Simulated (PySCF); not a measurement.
**PdS₂⁺, quartet: computed properties**

Method: PySCF, UPBE, basis Pd def2-SVP with ECP28, S def2-SVP (scalar-relativistic core potentials, no spin–orbit coupling, density fitting).

The structure is a minimum.

- Point group: C2v
- Bond lengths: Pd–S 2.154 Å (×2)
- Bond angles: S–Pd–S 106.1°
- Rotational symmetry number: 2
- Principal polarisabilities: 30.2, 45.3, 108.1 bohr³
- Highest occupied level (β): -12.35 eV
- Zero-point energy: 5.7 kJ/mol
- Rotational constants: 0.2522, 0.08895, 0.06576 cm⁻¹
- Heat capacity Cp at 298.15 K: 53.5 J/(mol K)
- Enthalpy at 298.15 K above 0 K: 13.24 kJ/mol
- Lowest empty level (β): -11.81 eV
- Dipole moment about the centre of mass: 0.07 D
- Principal quadrupole moments (Buckingham, traceless) about the centre of mass: -7.26, -1.21, 8.47 D Å
- Entropy at 298.15 K and 1 bar (electronic part: spin only): 309.0 J/(mol K)
- Spin squared ⟨S²⟩: 3.799

Harmonic modes (masses in u: Pd 105.903, S 31.972):
```json
{"symmetry": "a1", "ω (cm⁻¹)": "143", "IR (km/mol)": "0.0"}
{"symmetry": "b2", "ω (cm⁻¹)": "396", "IR (km/mol)": "0.7"}
{"symmetry": "a1", "ω (cm⁻¹)": "412", "IR (km/mol)": "0.7"}
```

In C2v the vibrations span 2a1 + b2. Here b1 is antisymmetric to the molecular plane and b2 lies in it.

Charges (e):
```json
{"atom": "Pd1", "Mulliken": "0.36", "Löwdin": "-0.20", "polar tensor": "0.54", "spin (Mulliken)": "0.51", "Mayer order to Pd1": "–"}
{"atom": "S2,3", "Mulliken": "0.32", "Löwdin": "0.60", "polar tensor": "0.23", "spin (Mulliken)": "1.24", "Mayer order to Pd1": "1.47"}
```
Other Mayer orders above 0.3: S–S 0.52.

Mulliken populations on Pd1 (electrons outside its core potential): s 2.52, p 6.27, d 8.85, f 0.00.

Formally Pd is in oxidation state +5, d5, with 3 unpaired electrons (the high-spin count would be 5). The Mulliken spin on Pd is 0.51, so most of the spin sits on the ligands and the formal count fails. The polar-tensor charge on Pd, 0.54, is far below the formal one.

This need not be the most stable arrangement of these atoms. With open d or f shells other occupations or spin states may lie lower. At this level a doublet minimum of C2v symmetry lies 195 kJ/mol below this structure.

The final relaxation and frequency run took 28 s on 2 threads of a shared Arm Neoverse V1 host, with 67 basis functions and 9 gradients; the process peaked at 0.64 GiB. Launch command: `OMP_NUM_THREADS=2 python axn.py task.json out`.
